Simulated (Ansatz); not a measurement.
`FCOC(F)C(F)F` → `F[C]F` + `FCOCF`  (formal loss of a carbene)

Calculated with Ansatz (gas phase, PBE0-D4/def2-TZVP geometries, no zero-point term in ΔE). CCSD(T)/CBS is the MP2 limit (def2-TZVPP, def2-QZVPP) plus CCSD(T) − MP2 in def2-TZVPP, frozen cores. This one scheme is used for every species. Functionals use def2-TZVPP. B3LYP here is the variant with VWN-RPA as its local correlation; programs differ in this. One conformer a species, not always the lowest.

```tsv
level	ΔE (kJ/mol)
r2SCAN-D4	262.8
PBE	244.9
B3LYP	234.2
HF/CBS(def2)	220.1
```

Task: What does CCSD(T)/CBS give? (Best estimate.)

Result: The calculation gave: +250.2 kJ/mol. The listed levels differ from it by 12.6, -5.3, -16.0, -30.1 kJ/mol.

Largest T1 diagnostic among the species: 0.017.

The D4 term adds +11.0 kJ/mol with B3LYP and +6.1 kJ/mol with PBE0; it sums over pairs of atoms, weighted by their polarisabilities, and B3LYP, whose exchange is more repulsive, gets the larger term. In def2-TZVPP, CCSD(T) changes the Hartree–Fock value by +23.6 kJ/mol (the triples alone add −0.8 kJ/mol) and MP2 by +41.5 kJ/mol.
